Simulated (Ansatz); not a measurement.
Harmonic frequencies (cm⁻¹) at PBE0-D4/def2-TZVP from Ansatz: 71, 113, 117, 242, 495, 506, 540, 798, 844, 852, 864, 886, 1257, 1456, 1462, 2139, 2142, 2168, 3081, 3184, 3191.

Which molecule is it?
A. `CC[TeH]`
B. `C[Te][GeH3]`
C. `C[Te]C(F)(F)F`
D. `C[Te]C`

B.
